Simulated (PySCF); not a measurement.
CH5AlF2O2Si, SMILES [OH][Al]([CH2][SiH](F)F)[OH].

The structure is a stationary point at B3LYP-D3(BJ)/def2-SVP. The structure was generated by enumeration; whether it is a known compound was not checked. Other conformers were not sampled.

Method: PySCF with PBE/def2-TZVP.

Computed frontier levels, gap, dipole moment and polarisability:
| Quantity | Value |
|---|---|
| highest occupied level | -6.92 eV |
| lowest empty level | -0.88 eV |
| orbital gap | 6.04 eV |
| dipole moment | 1.17 D |
| quadrupole, principal values (traceless, Buckingham form, about the centre of nuclear charge) | -10.45, -3.30, 13.75 D·Å |
| mean static polarisability | 65.6 bohr³ (9.72 Å³) |
| polarisability, principal values | 58.5, 61.9, 76.3 bohr³ |
